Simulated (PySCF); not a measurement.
A calculated (r2SCAN, PySCF 2.14, def2-SVP, the non-relativistic Hamiltonian (point nucleus)) atom or ion has these occupied shells.

```
shell  electrons  orbital energy (eV)  rms radius, mean of both spins (bohr)
 1s α          1              -668.76                                  0.205
 1s β          1              -667.72                                  0.205
 2s α          1              -31.209                                   1.12
 2s β          1              -28.351                                   1.12
 2p α          3              -11.889                                   1.21
 2p β          2              -10.115                                   1.21
```

**Question.** Name the element and its charge.

**Answer.** F (fluorine, neutral), in [He] 2s2 2p5, 2P determinant.
